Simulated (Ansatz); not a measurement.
Relaxation of BBrClH$_{4}$N (8 atoms, charge 0, multiplicity 1), to a largest force component of 0.03 eV/Å in at most 50 steps.

Computed with RKS PBE0/def2-SVP in Ansatz.

```xyz
8
Properties=species:S:1:pos:R:3
B 0.067 -0.139 -0.041
Cl 0.027 -0.828 1.659
N 1.265 -0.139 -0.724
H 2.135 -0.467 -0.326
H 1.339 0.234 -1.660
H -0.969 0.216 -0.528
Br 0.181 2.914 1.056
H 0.036 1.722 1.953
```

Where does it end, and by what steps?

It converged. The force dipped under the threshold on the way, but the program's further checks kept it going. After 18 steps the energy has fallen by 0.162 eV; Br7 moved furthest, 1.13 Å.

```json
{"step": "0", "energy less start (eV)": "0.0000", "largest force component (eV/Å)": "1.135", "accepted": "yes"}
{"step": "1", "energy less start (eV)": "-0.0928", "largest force component (eV/Å)": "0.788", "accepted": "yes"}
{"step": "2", "energy less start (eV)": "-0.1206", "largest force component (eV/Å)": "0.458", "accepted": "yes"}
{"step": "3", "energy less start (eV)": "-0.1342", "largest force component (eV/Å)": "0.228", "accepted": "yes"}
{"step": "4", "energy less start (eV)": "-0.1457", "largest force component (eV/Å)": "0.397", "accepted": "yes"}
{"step": "5", "energy less start (eV)": "-0.1402", "largest force component (eV/Å)": "0.529", "accepted": "no"}
{"step": "6", "energy less start (eV)": "-0.1559", "largest force component (eV/Å)": "0.137", "accepted": "yes"}
{"step": "7", "energy less start (eV)": "-0.1585", "largest force component (eV/Å)": "0.070", "accepted": "yes"}
{"step": "8", "energy less start (eV)": "-0.1593", "largest force component (eV/Å)": "0.147", "accepted": "yes"}
{"step": "9", "energy less start (eV)": "-0.1605", "largest force component (eV/Å)": "0.065", "accepted": "yes"}
{"step": "10", "energy less start (eV)": "-0.1609", "largest force component (eV/Å)": "0.031", "accepted": "yes"}
{"step": "11", "energy less start (eV)": "-0.1610", "largest force component (eV/Å)": "0.024", "accepted": "yes"}
{"step": "12", "energy less start (eV)": "-0.1612", "largest force component (eV/Å)": "0.026", "accepted": "yes"}
{"step": "13", "energy less start (eV)": "-0.1611", "largest force component (eV/Å)": "0.105", "accepted": "no"}
{"step": "14", "energy less start (eV)": "-0.1614", "largest force component (eV/Å)": "0.036", "accepted": "yes"}
{"step": "15", "energy less start (eV)": "-0.1615", "largest force component (eV/Å)": "0.076", "accepted": "yes"}
{"step": "16", "energy less start (eV)": "-0.1616", "largest force component (eV/Å)": "0.061", "accepted": "yes"}
{"step": "17", "energy less start (eV)": "-0.1618", "largest force component (eV/Å)": "0.028", "accepted": "yes"}
{"step": "18", "energy less start (eV)": "-0.1621", "largest force component (eV/Å)": "0.021", "accepted": "yes"}
```

```xyz
8
Properties=species:S:1:pos:R:3
B 0.206 -0.145 -0.164
Cl 0.263 -0.394 1.603
N 1.314 -0.466 -0.926
H 2.174 -0.833 -0.535
H 1.329 -0.339 -1.930
H -0.800 0.298 -0.651
Br -0.254 3.410 1.971
H -0.151 1.983 2.020
```

Whether the end is a true minimum wasn't checked by a vibrational analysis.

The run took 45 s on 2 threads of Arm Neoverse V2 (shared host), peak memory 0.21 GiB.
